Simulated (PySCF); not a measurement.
From one molecule to another.

First species: C₆H₉NS₂.
SMILES with atom numbers: `[CH3:1][C@@H:2]1[S:3][CH2:4][CH2:5][C@@H:6]([C:7]#[N:8])[S:9]1` (hydrogens: H10, H11, H12 on C1; H13 on C2; H14, H15 on C4; H16, H17 on C5; H18 on C6)

Structure used (GFN2-xTB), in Å, numbered top down from 1:
```
atom  x, y, z in Å
C1    -2.7442   -0.4628    0.1550
C2    -1.2549   -0.2051    0.2239
S3    -0.9085    1.5521   -0.1334
C4     0.8855    1.5279    0.1883
C5     1.6343    0.6270   -0.7837
C6     1.3439   -0.8598   -0.5628
C7     1.6035   -1.2731    0.7895
N8     1.7594   -1.5842    1.8791
S9    -0.4020   -1.2981   -0.9735
H10   -3.2628    0.1805    0.8627
H11   -2.9541   -1.5026    0.3969
H12   -3.1141   -0.2513   -0.8463
H13   -0.8471   -0.4295    1.2122
H14    1.2055    2.5622    0.0726
H15    1.0431    1.2174    1.2232
H16    1.3584    0.8867   -1.8083
H17    2.7087    0.7921   -0.6589
H18    1.9366   -1.4730   -1.2481
```

Second species: C₆H₈F₂O.
Z-matrix (Å and degrees, GFN2-xTB geometry), rows numbered from 1:
```
F 
C   1  1.3743
C   2  1.5252  1  110.44
C   3  1.5304  2  111.31  1    55.33
O   4  1.4143  3  112.90  2   177.16
C   5  1.3520  4  115.46  3    40.54
C   6  1.3270  5  125.77  4    -8.25
C   7  1.4984  6  121.40  5    -3.24
F   8  1.3866  3  108.95  2   -71.23
H   2  1.0945  1  106.69  3   121.23
H   2  1.0943  1  106.90  3  -120.61
H   3  1.0949  2  108.27  1   175.91
H   4  1.0985  3  109.12  2   -61.32
H   4  1.0926  3  110.82  2    58.52
H   6  1.0799  5  111.16  4   171.20
H   7  1.0753  6  121.43  5   179.97
H   8  1.0998  3  111.07  2    44.27
```

Levels: PBE0/pcSseg-1 for HOMO energy, LUMO energy and HOMO–LUMO gap. Geometries: GFN2-xTB. Each structure is a single optimised conformer of the isolated species, non-relativistic unless stated. Electronic properties by PySCF.

| property | column X | column Y |
| --- | --- | --- |
| HOMO energy | -6.85 eV | -6.61 eV |
| LUMO energy | 0.40 eV | -0.35 eV |
| HOMO–LUMO gap | 7.25 eV | 6.26 eV |

Question: Which column belongs to which species?

Answer: Column X is the second species and column Y the first. The first has 18 atoms and 84 electrons, the second 17 and 70.

Question: How does each property change from the first species to the second?

Answer: HOMO energy -0.24 eV; LUMO energy +0.75 eV; HOMO–LUMO gap +0.99 eV.

